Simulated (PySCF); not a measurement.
A PySCF script (with the pyscf-properties extension) for the NMR shieldings of `InChI=1S/C6H11ClOSi2/c1-2-6-3-4-10(7,5-6)8-9/h1,6H,3-5H2,9H3/t6-,10+/m1/s1`, on a GFN2-xTB geometry:

```python
import basis_set_exchange as bse
import numpy as np
from pyscf import gto, dft
from pyscf.prop import nmr

atoms = """
C    -1.440867    0.911994    2.196001
C    -1.586831    0.604312    1.048896
C    -1.743569    0.226735   -0.342943
C    -1.690016   -1.303760   -0.476605
C    -0.266842   -1.772145   -0.157851
Si    0.828304   -0.421919   -0.926254
Cl    1.753801   -0.943935   -2.643582
O     1.984774    0.072110    0.086836
Si    2.975242    1.127145    0.835739
C    -0.592899    0.817496   -1.179895
H    -1.325404    1.181989    3.203180
H    -2.712578    0.603048   -0.691767
H    -1.938317   -1.569144   -1.506833
H    -2.421627   -1.774404    0.182626
H    -0.126428   -1.807959    0.922221
H    -0.100620   -2.777136   -0.540499
H     3.955065    0.263587    1.485570
H     2.147413    1.884946    1.770922
H     3.560776    1.990935   -0.187649
H    -0.900794    0.871206   -2.224463
H    -0.367504    1.831841   -0.854120
"""
names = dict.fromkeys(["C", "Si", "Cl", "O", "H"], "pcSseg-1")
basis = {el: gto.basis.parse(bse.get_basis(n, elements=[el], fmt="nwchem")) for el, n in names.items()}
mol = gto.M(atom=atoms, basis=basis, charge=0, verbose=0)
mf = dft.RKS(mol, xc="PBE0")
mf.grids.level = 2
mf.grids.alignment = dft.numint.BLKSIZE   # the property module wants whole blocks of grid points
mf.conv_tol = 1e-9
mf.kernel()

calc = nmr.RKS(mf)   # GIAO
C = mf.mo_coeff
Co = C[:, mf.mo_occ > 0]
resp = mf.gen_response(singlet=True, hermi=2)
def vind(x):   # induced exchange potential for any number of trial vectors
    d = np.einsum("pi,xij,qj->xpq", C, 2 * x.reshape(-1, C.shape[1], Co.shape[1]), Co, optimize=True)
    return np.einsum("xpq,pi,qj->xij", resp(d - d.transpose(0, 2, 1)), C, Co, optimize=True).ravel()
mo1, _ = nmr.rhf.solve_mo1(calc, with_cphf=vind)
sigma = calc.kernel(mo1)
for i, s in enumerate(sigma):   # ppm
    print("%2d %-2s %9.2f" % (i, mol.atom_pure_symbol(i), np.trace(s) / 3))
```

**Question.** What are the results?

**Answer.** 
```
 0 C     109.85
 1 C      92.93
 2 C     156.04
 3 C     153.17
 4 C     170.24
 5 Si    327.06
 6 Cl    898.52
 7 O     281.07
 8 Si    391.37
 9 C     160.59
10 H      30.11
11 H      28.56
12 H      30.37
13 H      29.64
14 H      30.31
15 H      30.88
16 H      26.57
17 H      26.48
18 H      26.50
19 H      30.94
20 H      30.58
```

These numbers come from an equivalent density-fitted implementation of the same equations, which agrees with the script to about 0.01 ppm for H and up to a few tenths of a ppm for heavy atoms, so last digits may differ.

**Question.** Turn these shieldings into chemical shifts. Scale: TMS for ¹³C (186.93 ppm), ²⁹Si (349.16 ppm), ¹H (31.72 ppm); HCl for ³⁵Cl (949.78 ppm); ¹⁷O (336.08 ppm) vs H2O (reference shieldings calculated alike).

**Answer.** Averaging equivalent atoms: C 1: 94.0; C 0: 77.1; C 3: 33.8; C 2: 30.9; C 9: 26.3; C 4: 16.7; Si 5: 22.1; Si 8: -42.2; Cl 6: 51; O 7: 55.0; H 16/17/18: 5.20; H 11: 3.15; H 13: 2.08; H 10: 1.61; H 14: 1.40; H 12: 1.34; H 20: 1.14; H 15: 0.84; H 19: 0.77 ppm. Experimental scales use liquid or dissolved standards, which lie at an offset from isolated H2O (liquid H2O: subtract about 36 ppm).

Size and cost of the density-fitted run: 246 basis functions, 79 s wall time on 1 thread of an Intel Xeon Platinum 8488C, shared host; peak memory 1.1 GiB.
